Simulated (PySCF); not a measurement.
# Working with the constants of RuN

PBE0 constants of RuN, quartet, unpaired electrons σ ↑, π ↑, δ ↑, a mixture of terms (⟨Lz²⟩ = 5.0) (Ru cc-pVDZ-PP with ECP28, N cc-pVDZ; scalar-relativistic core potentials (PySCF 2.14); masses 101.9043 and 14.0031 u):

| Property | Result |
| --- | --- |
| ωe | 1045.1 cm⁻¹ |
| ωexe | 7.43 cm⁻¹ |
| Be | 0.5156 cm⁻¹ |
| αe | 0.00358 cm⁻¹ |
| De to Ru (4d7 5s1) + N | 3.67 eV |

(1) What force constant and bond length do these constants imply?

(2) Estimate the centrifugal constant D from the Kratzer relation and find the Dunham coefficient a1.

The metal atom is held in its measured ground configuration; semilocal functionals can put another filling of s and d lower by some tenths of an eV, and De to that atom would be smaller. These are scalar-relativistic numbers at best; spin–orbit coupling would shift them, the dissociation energy most. The state is the lowest single determinant that the PBE0 search found; with open d or f shells the true ground state can be another one.

## Answers

(1) Reduced mass μred = 12.311 u; k = 5.8918×10⁻⁷·μred·ωe² (u, cm⁻¹, mdyn/Å) = 7.92 mdyn/Å; Re = √(16.8576/(μred·Be)) (u, cm⁻¹, Å) = 1.630 Å.

(2) D = 4Be³/ωe² = 5.02e-07 cm⁻¹; a1 = −1 − αeωe/(6Be²) = -3.35.
